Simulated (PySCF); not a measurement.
Si: excitation energy

Si [Ne] 3s2 3p2 (3P) → Si [Ne] 3s1 3p2 4s1 (5P), as a difference of total energies. Calculation: PySCF 2.14, in aug-cc-pVTZ-DK (6s5p3d2f, 50 functions); the spin-free X2C one-electron Hamiltonian (Gaussian nucleus). Correlated levels: valence: [Ne] frozen. The calculations carry no spin-orbit coupling.

```
           method  excitation energy (eV)
              UHF                   8.641
              LDA                  10.180
              PBE                  10.109
             PBE0                  10.043
           r2SCAN                   9.817
          wB97M-V                  10.290
            B97-3                  10.356
            wB97X                  10.355
          LC-wPBE                  10.150
    MP2 (valence)                   9.746
SCS-MP2 (valence)                  10.110
```

Task: How much does correlation contribute at MP2 (valence)?

Result: 9.746 − (8.641) = 1.105 eV, measured against UHF.

The upper state lies above the first ionisation limit, but in LS coupling its spin forbids autoionisation to the ground ion. A Rydberg-like electron needs more diffuse functions than a valence basis has.

The promoted electron is Rydberg-like, and one or two diffuse shells describe it only roughly, which tends to raise the upper state.
